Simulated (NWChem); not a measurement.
System: InH3S; SMILES [SH][InH2]

Computed with NWChem. Coordinates come from a PBE0/def2-SVP optimisation. No frequency run checked for a minimum. def2 effective core potentials on In; no spin-orbit coupling. Ions are spin-unrestricted doublets at the neutral geometry; other ion states weren't tried.

For level PBE/def2-SVP:

```yaml
"−ε(HOMO) (eV)": 6.10
```

Question: How do the values read with level B3LYP/def2-SVP instead?

Answer: 
- −ε(HOMO) (eV): 6.98
